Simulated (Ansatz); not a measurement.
C3FN3Si (`N#C[Si](F)(C#N)C#N`) at its PBE0-D4/def2-TZVP geometry, where that method's forces vanish. Charge 0, multiplicity 1.

```xyz
8

N     1.1054    1.7145    2.0025
C     0.7220    1.1303    1.0880
Si    0.1086    0.1942   -0.3503
F     0.5190    0.9276   -1.6733
C    -1.7068    0.0686   -0.2539
N    -2.8525   -0.0154   -0.1840
C     0.8274   -1.4803   -0.3265
N     1.2769   -2.5395   -0.3024
```

What forces (eV/Å) does PBE-D4/def2-TZVPP give on these atoms in Ansatz 0.2.0? (Best estimate.)

Ansatz gave: 
```
N1   0.539  0.821  1.280
C2  -0.483 -0.737 -1.131
Si3 -0.144 -0.258  0.465
F4   0.201  0.359 -0.647
C5   1.429  0.098 -0.075
N6  -1.607 -0.116  0.095
C7  -0.566  1.318 -0.018
N8   0.632 -1.485  0.031
```
